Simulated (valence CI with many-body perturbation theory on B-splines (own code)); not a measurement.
## Ce¹⁷⁺: E2, M1 decay

Calculated by valence CI with perturbative core correlation (CI+MBPT): five valence electrons over a frozen Dirac-Fock core [Kr], a basis of 7 s, 7 p, 8 d, 6 f, 4 g, 1 h functions for each j, with the one-electron correlation potential Σ1 (screened to all orders), the two-electron term Σ2, the three-electron term Σ3, Breit, model QED; selected single and double excitations, second order for the rest (own B-spline code, finite nucleus).

No measured spectrum was set against this ion. As an estimate, terms of the open shell hold to 2 to 4 % of their energy, and close levels can change places. Core correlation moves these levels by up to 13000 cm⁻¹, and in measured spectra 5 to 20 % of such shifts remained as error; rates that hang on mixing are uncertain with them. Among the levels kept, up to 280 cm⁻¹ of a level comes from second order outside the variational space, and about a tenth of that is noise between levels of different J, which matters for small intervals. Only levels of the ground parity were solved; by the run's estimate the other parity begins above the list, which can be wrong where configurations are misplaced.

Lines 1 to 50 of 120 in falling wavelength, among levels below 26.616 eV, chosen from the decays that carry over 1 % of a level's rate. Wavelengths and rates use the calculated energies, so an error of 2000 cm⁻¹ moves a line at 13040 Å by 26 % and its rate by three times that or more. Electric multipoles are in the length gauge, E1 and E2 with the static RPA response of the core. S is in atomic units (e²a₀⁴ for E2 and M2, e²a₀⁶ for E3), for M1 in squared Bohr magnetons. Weak lines are less certain than strong ones. Lines between different terms over intervals too small for the method are left out, as are lines whose strength nearly cancels. Where a level lies close to another of its J and parity, the split of strength between their lines is uncertain.

Names give the largest LS component (configuration and term), which can be under half, so a name can repeat, a term be missing and a line seem to break the LS rules; names also repeat where a configuration has a term twice. Letters in brackets count levels of one name in rising energy.

```
λ vac (Å)           Upper           Lower  Type   A (s⁻¹)  S (a.u.)
    32980     4d⁵ ⁴G_11/2      4d⁵ ⁴G_7/2    E2  1.70e-08  7.10e-03
    27800      4d⁵ ⁴G_9/2     4d⁵ ⁴G_11/2    M1  1.06e+00  8.43e+00
    15080      4d⁵ ⁴G_9/2      4d⁵ ⁴G_7/2    M1  7.36e+00  9.36e+00
    13040  4d⁵ ²D_3/2 [a]      4d⁵ ⁴F_5/2    M1  6.70e+00  2.20e+00
    11520     4d⁵ ²I_13/2     4d⁵ ²I_11/2    M1  5.53e+00  4.39e+00
    10830      4d⁵ ⁴P_1/2  4d⁵ ⁴D_3/2 [a]    M1  3.57e+01  3.36e+00
     9260  4d⁵ ⁴D_3/2 [b]  4d⁵ ²D_5/2 [a]    M1  2.24e+01  2.63e+00
     8737  4d⁵ ²F_7/2 [a]      4d⁵ ⁴D_7/2    M1  2.88e+00  5.70e-01
     8170  4d⁵ ²F_5/2 [a]  4d⁵ ²F_7/2 [a]    M1  1.08e+01  1.31e+00
     7512      4d⁵ ⁴D_7/2      4d⁵ ⁴G_9/2    M1  1.45e+01  1.82e+00
     7379  4d⁵ ²G_7/2 [a]  4d⁵ ²F_5/2 [a]    M1  1.37e+01  1.64e+00
     7163      4d⁵ ⁴D_7/2  4d⁵ ⁴G_5/2 [b]    M1  5.25e+01  5.72e+00
     6780      4d⁵ ⁴F_3/2  4d⁵ ²D_5/2 [a]    M1  1.81e+01  8.35e-01
     6496      4d⁵ ⁴G_7/2  4d⁵ ⁴G_5/2 [a]    M1  7.27e+01  5.91e+00
     5947  4d⁵ ²G_9/2 [a]      4d⁵ ⁴D_7/2    M1  3.77e+01  2.94e+00
     5683  4d⁵ ⁴D_3/2 [a]  4d⁵ ⁴G_5/2 [a]    M1  6.41e+01  1.74e+00
     5650      4d⁵ ²H_9/2  4d⁵ ²G_9/2 [a]    M1  4.66e+01  3.11e+00
     5539      4d⁵ ⁴F_5/2      4d⁵ ⁴F_3/2    M1  1.81e+01  6.84e-01
     5523      4d⁵ ⁴F_7/2      4d⁵ ⁴F_5/2    M1  3.12e+01  1.56e+00
     5015      4d⁵ ⁴D_7/2      4d⁵ ⁴G_7/2    M1  8.53e+01  3.19e+00
     4897  4d⁵ ²G_7/2 [a]  4d⁵ ²G_9/2 [a]    M1  9.73e+00  3.39e-01
     4878      4d⁵ ⁴F_7/2      4d⁵ ²H_9/2    M1  5.94e+01  2.04e+00
     4800  4d⁵ ²G_9/2 [b]  4d⁵ ²G_7/2 [a]    M1  4.22e+01  1.73e+00
     4786  4d⁵ ²D_3/2 [a]  4d⁵ ²F_5/2 [a]    M1  1.12e+01  1.82e-01
     4733      4d⁵ ⁴D_1/2      4d⁵ ⁴P_1/2    M1  2.75e+02  2.17e+00
     4678  4d⁵ ⁴G_5/2 [b]  4d⁵ ⁴G_5/2 [a]    M1  3.06e+02  6.96e+00
     4578  4d⁵ ²D_5/2 [a]  4d⁵ ⁴D_3/2 [a]    M1  1.46e+01  3.11e-01
     4545      4d⁵ ⁴F_5/2  4d⁵ ⁴D_3/2 [b]    M1  6.43e+01  1.34e+00
     4335      4d⁵ ²H_9/2  4d⁵ ²F_7/2 [a]    M1  2.28e+01  6.89e-01
     4245  4d⁵ ²G_9/2 [b]      4d⁵ ²H_9/2    M1  1.86e+02  5.28e+00
     4222  4d⁵ ²F_5/2 [a]      4d⁵ ⁴D_7/2    M1  4.20e+01  7.02e-01
     4214     4d⁵ ²I_11/2      4d⁵ ⁴G_9/2    M1  5.14e+01  1.71e+00
     4158  4d⁵ ²D_5/2 [a]      4d⁵ ⁴G_7/2    M1  1.33e+02  2.13e+00
     4039  4d⁵ ²F_7/2 [a]      4d⁵ ⁴G_9/2    M1  1.15e+02  2.25e+00
     3994  4d⁵ ²F_5/2 [b]      4d⁵ ⁴F_3/2    M1  1.65e+02  2.34e+00
     3973  4d⁵ ²F_7/2 [b]  4d⁵ ²F_5/2 [a]    M1  2.88e+01  5.37e-01
     3936  4d⁵ ²F_7/2 [a]  4d⁵ ⁴G_5/2 [b]    M1  2.41e+01  4.35e-01
     3927      4d⁵ ⁴F_5/2  4d⁵ ²F_7/2 [a]    M1  2.38e+02  3.21e+00
     3888  4d⁵ ²D_3/2 [a]      4d⁵ ⁴F_3/2    M1  1.35e+02  1.17e+00
     3877  4d⁵ ²G_7/2 [a]  4d⁵ ²F_7/2 [a]    M1  1.04e+02  1.79e+00
     3659     4d⁵ ²I_11/2     4d⁵ ⁴G_11/2    M1  2.56e+02  5.58e+00
     3655      4d⁵ ⁴F_3/2      4d⁵ ⁴P_1/2    M1  5.45e+01  3.95e-01
     3464  4d⁵ ⁴D_3/2 [b]  4d⁵ ⁴G_5/2 [b]    M1  6.18e+01  3.81e-01
     3370  4d⁵ ²D_3/2 [a]  4d⁵ ⁴D_3/2 [b]    M1  2.88e+01  1.63e-01
     3293      4d⁵ ⁴D_1/2  4d⁵ ⁴D_3/2 [a]    M1  2.28e+02  6.04e-01
     3192      4d⁵ ⁴F_7/2  4d⁵ ²F_5/2 [a]    M1  2.02e+02  1.95e+00
     3186  4d⁵ ²F_7/2 [a]      4d⁵ ⁴G_7/2    M1  3.57e+01  3.42e-01
     3130  4d⁵ ²D_3/2 [a]      4d⁵ ⁴D_1/2    M1  4.15e+01  1.89e-01
     3121  4d⁵ ²F_7/2 [b]  4d⁵ ²G_9/2 [a]    M1  3.45e+01  3.11e-01
     3082  4d⁵ ²F_5/2 [b]  4d⁵ ²F_7/2 [a]    M1  1.82e+01  1.19e-01
```
